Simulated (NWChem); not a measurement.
BBrF2; SMILES FB(Br)F

```xyz
4

B      0.0000     0.0000     0.9414
F      0.0000    -1.1289     1.6053
F      0.0000     1.1289     1.6053
Br     0.0000     0.0000    -0.9601
```
Atoms are numbered in this order, from 1.

Geometry: optimised at PBE0/def2-SVP.

Symmetry labels are those of C2v in the frame above (b1 and b2, or b-type labels, depend on it).

**Question.** List the 6 lowest vertical singlet excitations from CAM-B3LYP/def2-SVP, TDA (NWChem).

**Answer.** 
```csv
state,energy (eV),oscillator strength,symmetry,leading excitation (squared amplitude)
S1,7.25,0.000,a2,HOMO → LUMO (1.00)
S2,8.20,0.102,a1,HOMO−1 → LUMO (0.92)
S3,8.77,0.012,b2,HOMO → LUMO+1 (0.95)
S4,9.02,0.020,b1,HOMO−1 → LUMO+1 (0.94)
S5,9.40,0.022,b1,HOMO−2 → LUMO (0.97)
S6,10.34,0.000,a2,HOMO−3 → LUMO (0.99)
```
